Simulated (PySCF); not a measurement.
A TDDFT job was run through a driver script with this input:

```
{"job": {"kind": "uv", "xc": "CAM-B3LYP", "basis": "def2-SVPD", "nstates": 8, "ntriplets": 3}, "charge": 0, "multiplicity": 1}
C     -1.780998     0.223569    -0.132386
C     -0.435812     0.341727     0.572916
C      0.396274    -0.960149     0.495455
C      1.570468    -0.530931    -0.337856
C      1.442228     0.765039    -0.594011
Cl     2.469534     1.784288    -1.488955
O      0.345542     1.364641    -0.069763
H     -2.403433    -0.506479     0.377896
H     -2.285359     1.186087    -0.131806
H     -1.630784    -0.089842    -1.162721
H     -0.587175     0.669981     1.606992
H     -0.169797    -1.762335     0.017913
H      0.708256    -1.309265     1.482041
H      2.360377    -1.176804    -0.657880
```

Method: TDDFT CAM-B3LYP/def2-SVPD, vertical, gas phase, core orbitals frozen in the response in PySCF. Job line and output are in the format of a driver script around the code.

(1) What does the script print for it, SCF cycles aside?

Results:

(1) 
```
converged SCF energy = -729.6970206723

Static polarisability (au): isotropic 74.418, principal 58.025 74.079 91.149

Singlet excitations
state   eV       nm        f      main configurations
  1   6.0560    204.7   0.01038   H->L 0.82, H->L+3 0.10
  2   6.2728    197.7   0.00512   H->L+2 0.58, H->L+1 0.19, H->L+8 0.10
  3   6.3101    196.5   0.18778   H->L+1 0.76, H->L+2 0.17
  4   6.9516    178.4   0.00602   H->L+3 0.52, H->L+4 0.28
  5   7.2160    171.8   0.01713   H->L+4 0.62, H->L+3 0.12, H->L+5 0.11
  6   7.3027    169.8   0.00142   H->L+5 0.65, H->L+3 0.18
  7   7.8604    157.7   0.01027   H->L+6 0.59, H->L+8 0.22
  8   8.1081    152.9   0.01994   H->L+8 0.59, H->L+6 0.29

Triplet excitations (Tamm-Dancoff, eV): 4.0001 5.9112 6.0021
```

Geometry: GFN2-xTB; no solvent, vibrations or thermal averaging.

H and L stand for HOMO and LUMO.

Hardware: Arm Neoverse V1, one thread, no GPU, shared host with 64 logical CPUs at a one-minute load of 20. Cost: 35 s, 0.92 GiB resident at most.
